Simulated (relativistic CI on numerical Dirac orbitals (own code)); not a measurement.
**Ni3+ in a cubic cluster: 1s photoemission with charge transfer**

Computed with a charge-transfer multiplet model of a cubic metal-ligand cluster with up to 3 ligand holes, Slater and spin-orbit integrals from Dirac-Coulomb-Breit ions, Slater integrals scaled by 0.7. The ground state mixes d7 with configurations of k ligand holes L, whose averages lie at kΔ + k(k − 1)U_dd/2; a core hole lowers each added d electron by U_cd. 300 K, Lorentzian 1.1 eV and Gaussian 0.6 eV FWHM.

Atomic integrals in eV (Slater integrals scaled, ζ unscaled), ground: F2dd 9.255, F4dd 5.778, zeta_d 0.089; with the core hole: F2dd 10.405, F4dd 6.525, zeta_d 0.123, G2cd 0.062.

Cluster parameters (eV): Δ = 2.1, U_dd = 7.8, 10Dq = 0.7, 10Dq(ligand) = 0.8, V(eg) = 1.45, V(t2g) = -0.75, final-state hopping factor = 0.9.

Weights, n_d and S are thermal averages at 300 K. Binding energies count from the first peak over 30 % of the highest in each spectrum, which can be another peak from case to case. The parameters are a model scan and need not match a compound or its usual spin state. Peaks in eV (height, largest 100): 0.0 (57), 4.6 (32), 9.0 (100).

Problem. Which parameters give this spectrum?
A. U_cd = 9.9 eV
B. U_cd = 11.1 eV
C. U_cd = 11.7 eV
D. U_cd = 10.5 eV
E. U_cd = 8.7 eV

Solution. A. U_cd = 9.9 eV; the ground state then has 7.21 d electrons and S = 1.50. The choice follows from running the model for each set and comparing peak positions and heights.
